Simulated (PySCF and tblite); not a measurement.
Values are calculated unless marked as measured or tabulated.
C6H9NOS, numbered as in [N:1]#[C:2][C@H:3]1[CH2:4][CH2:5][S@:6](=[O:7])[CH2:8][CH2:9]1.

Conformers came from 60 starts (ETKDG and KDG, MMFF94s, GFN2-xTB); geometries are GFN2-xTB. Energies: PBE0-D3(BJ)/pcSseg-1 (IEF-PCM, acetonitrile), with GFN2-xTB thermal terms (modes under about 100 cm⁻¹ blended into free rotors). Symmetry numbers and mirror images are counted. Conformers within 2.5 kcal/mol (GFN2-xTB free energy) were kept, 4 at most. Of two unlike H on one atom, a is the less shielded (PBE0/pcSseg-1 (IEF-PCM, acetonitrile)). Codes: tblite and PySCF.

An NOE distance is ⟨r⁻⁶⟩^(−1/6) over all pairs of like atoms and, for the average, over conformers.

The 6-ring runs over atoms 3–4–5–6–8–9.

```
conformer                                       shape  weight %
        1                 6-ring chair (C2, O7 axial)      95.6
        2  6-ring chair (all substituents equatorial)       4.4
```

Q: Which H–H contacts under 3.5 Å would NOEs report (pairs on one atom left out) at 298.15 K?

A: 
```csv
pair,in 1 (Å),in 2 (Å),average (Å)
H3 ··· H4b/H9b,2.46,3.06,2.48
H3 ··· H4a/H9a,2.48,2.50,2.48
H4b/H9b ··· H5a/H8a,2.75,3.34,2.76
H4a/H9a ··· H5a/H8a,2.78,2.86,2.78
H4b/H9b ··· H5b/H8b,2.88,2.80,2.88
H4a/H9a ··· H5b/H8b,3.32,2.76,3.27
```

Longer pairs under the limit may be missing.

Q: In a model where alignment follows shape alone (order matrix 0.001 × (3G/tr G − 1)/2, G the second moments of the atom positions; splitting J + 2D), what are the one-bond C–H dipolar couplings D?

A: H3 2.2 Hz (1.9 in conformer 1), H4b/H9b -1.6 Hz (-2.0 in conformer 1), H4a/H9a 1.9 Hz (2.1 in conformer 1), H5a/H8a -1.7 Hz (-2.1 in conformer 1), H5b/H8b 2.4 Hz (2.5 in conformer 1).


Conformer gaps in pcSseg-1 on xTB geometries can be 2 kcal/mol off for S=O, P=O and other polar bonds.